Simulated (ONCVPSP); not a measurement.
Pseudopotentials across the periodic table

Generated with ld1.x 7.5 (TM, RRKJ, ultrasoft, PAW), atompaw 4.2 or ONCVPSP 4.0.1. The cutoff is in Ry: for ld1.x and atompaw files where the sum of valence levels is converged to 10 mRy in a Bessel basis, for ONCV files where the hardest occupied wave has 1 mHa per electron of residual kinetic energy. The error is the largest all-electron minus pseudo excitation energy over each file’s own four to seven test configurations (ionisations up to +4, promotions, holes and added fractions of an electron), all of which were solved. The labels leave out finer settings (local radius, basis sizes, second energies), which also bear on the numbers. Spin-polarised tests are not counted. The rows are a selection from randomly drawn settings: files with unsolved tests, undetermined cutoffs or missed reference levels are left out.

A true bound ghost makes a file unfit for plane-wave use even where its test errors are small: the radial tests pick states by their node count and pass the ghost by.

```tsv
element	potential	cutoff (Ry)	largest error (meV)	bound ghosts
Li	ONCV, PBE, scalar-relativistic, rc 1.10/4.00 (sp), local smoothed, core correction no, reference 1s2 2s0.75 2p0.25, qcut 11.7/1.8, projectors 2/2	101	+590	none
Al	ONCV, LDA (Perdew-Wang 92), scalar-relativistic, rc 2.05/2.20/2.05 (spd), local smoothed, core correction yes, reference 3s2, qcut 2.5/3.3/5.2, projectors 2/2/3	46	+28	none
S	ONCV, PBE, scalar-relativistic, rc 0.65/0.85/0.80 (spd), local smoothed, core correction yes, reference 2s2 2p6 3s2 3p2.5, qcut 18/13.1/12.6, projectors 2/2/3	621	-454	d
Co	ONCV, LDA (Perdew-Wang 92), scalar-relativistic, rc 1.10/1.15/1.10/1.20 (spdf), local smoothed, core correction yes, reference 3s2 3p6 3d7 4s2, qcut 11.2/12.8/12.8/8.1, projectors 2/2/2/2	134	+12	none
Cs	ONCV, LDA (Perdew-Zunger), scalar-relativistic, rc 2.60/3.40/3.45 (spd), local smoothed, core correction no, reference 5s2 5p6 6s1, qcut 5.7/3.9/2.3, projectors 2/2/2	17	+6.2	none
Cs	ONCV, PBE, fully relativistic, rc 2.90/2.95/2.50 (spd), local smoothed, core correction no, reference 5s2 5p6 6s1, qcut 4.3/4.3/4, projectors 3/3/2	11	-93	none
W	ONCV, LDA (Perdew-Zunger), scalar-relativistic, rc 1.55/2.25/1.70 (spd), local smoothed, core correction yes, reference 5s2 5p6 5d4 6s1 6p1, qcut 9.3/6.2/6.2, projectors 2/2/1	56	-8.4	none
```

(1) Fill in the row for Sc: ONCV, LDA (Perdew-Wang 92), scalar-relativistic, rc 1.55/1.55/1.55 (spd), local d, core correction yes, reference 3s2 3p6 3d1 4s1.5, qcut 8.7/9.4/10.6, projectors 2/2/0.

(2) Fill in the row for Bi: ONCV, PBE, scalar-relativistic, rc 1.20/1.50/1.50 (spd), local smoothed, core correction no, reference 5s2 5p6 5d10 6s1.5 6p3.5, qcut 10/7.5/11.7, projectors 2/2/2.

Answers

(1) cutoff 73 Ry, largest error -1.3 meV, bound ghosts: s.

(2) cutoff 82 Ry, largest error -10 meV, bound ghosts: none.
